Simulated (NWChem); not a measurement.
Program: NWChem. System: Br, charge 0, spin multiplicity 2. Its SCF solution wasn't tested for a lower state. Level: UMP2/def2-QZVP, 9 core orbitals frozen.

Input file:

```
start mol
memory heap 200 mb stack 900 mb global 1100 mb
geometry units angstroms nocenter noautoz
  Br     0.000000     0.000000     0.000000
  symmetry group D2h
end
basis spherical
  * library def2-qzvp
end
scf
  uhf
  nopen 1
  maxiter 100
  thresh 1e-7
  semidirect memsize 60000000 filesize 0
  # guess.movecs holds the orbitals of an unrestricted PBE0 run
  vectors input guess.movecs output mol.movecs
end
mp2
  freeze core 9
end
task mp2 energy
```

Part of the output:

```
             Northwest Computational Chemistry Package (NWChem) 7.3.0
             --------------------------------------------------------

                                NWChem Input Module
                                -------------------

 Scaling coordinates for geometry "geometry" by  1.889725989
 (inverse scale =  0.529177249)

                             Geometry "geometry" -> ""
                             -------------------------

 Output coordinates in angstroms (scale by  1.889725989 to convert to a.u.)

  No.       Tag          Charge          X              Y              Z
 ---- ---------------- ---------- -------------- -------------- --------------
    1 Br                  35.0000     0.00000000     0.00000000     0.00000000

 Effective nuclear repulsion energy (a.u.)       0.0000000000

            Nuclear Dipole moment (a.u.)
            ----------------------------
        X                 Y               Z
 ---------------- ---------------- ----------------
     0.0000000000     0.0000000000     0.0000000000

      Symmetry information
      --------------------

 Group name             D2h
 Group number             26
 Group order               8
 No. of unique centers     1

      Symmetry unique atoms

     1


 Summary of "ao basis" -> "" (spherical)
 ------------------------------------------------------------------------------
       Tag                 Description            Shells   Functions and Types
 ---------------- ------------------------------  ------  ---------------------
 *                         def2-qzvp                  on all atoms

 Summary of "ao basis" -> "ao basis" (spherical)
 ------------------------------------------------------------------------------
       Tag                 Description            Shells   Functions and Types
 ---------------- ------------------------------  ------  ---------------------
 Br                        def2-qzvp                25       75   11s7p4d2f1g

                                 NWChem SCF Module
                                 -----------------

  ao basis        = "ao basis"
[...]
  AO/Fock/Back tols     =   1.0D-09  1.0D-09  1.0D-09

 GA uses MA = F    GA memory limited = T

 Available:
  local mem=  1.26D+08
 global mem=  1.44D+08
 local disk=  0.00D+00
  mp2_memr nvloc                    57
  nvloc new                    57
   1 passes of   9:        7340032                      53859                   4980667.
   1 passes of   9: M    126151259           G      144167950           F     118811227.

 Semi-direct pass number   1 of   1  for UHF alpha       at        3.6s
  vrange nnbf                  2850
  mp2_eaftype                    18  avail_ma_in_mb                  1099
 EAF : mp2_eaftype filesize          18    2490333.
  mp2_eaf for mointskh                     18
Node 0 wrote     11.7 Mb in      0.0 s     Agg I/O rate:   554.5 Mb/s
 Done moints_semi at       11.5s
  mp2_eaftype                    18  avail_ma_in_mb                  1081
 EAF : mp2_eaftype filesize          18    2490333.
  mp2_eaf for kh                    18
 Done maket at       11.6s
 Done multipass loop at       11.6s

 GA uses MA = F    GA memory limited = T

 Available:
  local mem=  1.26D+08
 global mem=  1.44D+08
 local disk=  0.00D+00
  mp2_memr nvloc                    58
  nvloc new                    58
   1 passes of   8:        7340032                      49810                   4505857.
   1 passes of   8: M    126151259           G      144167950           F     118811227.

 Semi-direct pass number   1 of   1  for UHF beta        at       11.7s
  vrange nnbf                  2850
  mp2_eaftype                    17  avail_ma_in_mb                  1099
 EAF : mp2_eaftype filesize          17    2252928.
  mp2_eaf for mointskh                     17
Node 0 wrote     10.6 Mb in      0.0 s     Agg I/O rate:   599.6 Mb/s
 Done moints_semi at       19.6s
  mp2_eaftype                    17  avail_ma_in_mb                  1082
 EAF : mp2_eaftype filesize          17    2252928.
  mp2_eaf for kh                    17
 Done maket at       19.7s
 Done multipass loop at       19.7s

          -------------------------------------------
          SCF energy               -2572.447645029519
          Correlation energy          -0.318929081080
          Singlet pairs                0.000000000000
          Triplet pairs                0.000000000000
          Total MP2 energy         -2572.766574110599
          -------------------------------------------

          ---------------------------------------------------
                    Spin Component Scaled (SCS) MP2
          Same spin pairs                     -0.096763561318
          Same spin scaling factor             0.333333333333
          Opposite spin pairs                 -0.222165519762
          Opposite spin scaling fact.          1.200000000000
          SCS-MP2 correlation energy          -0.298853144154
          Total SCS-MP2 energy             -2572.746498173673
          ---------------------------------------------------

 -----------------------
 Performance information
 -----------------------

 Timer overhead =  1.35D-07 seconds/call

               Nr. of calls         CPU time (s)                 Wall time (s)                GFlops
             ---------------    -------------------     ------------------------------   -------------------
Name         Min   Avg   Max    Min     Avg     Max     Min     Avg     Max   Mx/calls   Min     Max     Sum
mp2: moin     2     2     2    16.     16.     16.      16.     16.     16.     7.9      0.0     0.0     0.0
mp2: make     2     2     2   0.19    0.19    0.19     0.19    0.19    0.19    9.29E-2   0.0     0.0     0.0
mp2: tota     1     1     1    16.     16.     16.      16.     16.     16.     16.      0.0     0.0     0.0

 The average no. of pstat calls per process was 5.00D+00
 with a timing overhead of 6.76D-07s

 Task  times  cpu:       19.6s     wall:       19.6s

 Total times  cpu:       19.7s     wall:       19.7s
```
